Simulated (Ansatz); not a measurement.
**Which method gave which barrier?**

Saddle point of AlH₅SO₂, closed shell (AlH₃O₂ ([OH][AlH][OH]) + H₂S → AlH₃SO₂ ([OH][Al]([OH])[SH]) + H₂; bonds formed: H2–H5; dative contacts that become bonds: Al1–S6; bonds broken: Al1–H2, H5–S6), PBE0-D4/def2-TZVP structure:

```tsv
atom	x (Å)	y (Å)	z (Å)
Al1	-0.3116	0.0926	0.2138
H2	-0.4309	1.3619	-0.9032
O3	-0.8586	-1.3988	-0.3882
O4	-0.5596	0.7469	1.7562
H5	0.7235	1.1000	-0.9564
S6	1.9592	0.2194	-0.5049
H7	-1.7589	-1.7084	-0.3170
H8	-0.4504	0.2620	2.5713
H9	1.6874	-0.6758	-1.4718
```

Computed with Ansatz 0.2.0 (basis: def2-TZVPP, with def2-QZVPP for the basis limit); correlated methods freeze the cores. Extrapolation: Hartree–Fock as exp(−7.88 √X), correlation as X^−2.97. Four methods, as single points on the PBE0-D4 structures, gave these electronic barriers from the start structure: 6.87, 11.73, 18.43, 28.38 kcal/mol.

Problem. The methods were, in alphabetical order, CCSD(T), HF, r2SCAN-D4, SPW92. Which gave which? (Judge from chemistry; the calculation decides.)

Solution. The calculation gives: SPW92 6.87; r2SCAN-D4 11.73; CCSD(T) 18.43; HF 28.38 kcal/mol. For comparison, CCSD(T) at an estimated basis limit (MP2 extrapolated from triple and quadruple zeta, plus CCSD(T) − MP2 in triple zeta) gives 17.83 kcal/mol.

T1 diagnostic: at most 0.013.

Exchanges of this kind with a chalcogen hydride build sulfide and selenide films.

Labels in which every atom is bracketed show which atoms are joined, not bond orders.

For scale, one of the runs: CCSD(T)/def2-TZVPP, 216 basis functions, launched by `ansatz run in.yaml --threads 4 --pin off --events-out ev --progress --plain --max-ram 9574MiB`. The run took 76 s on 4 CPU threads of an Intel Xeon (shared host), with 3.1 GiB of host memory at its peak.
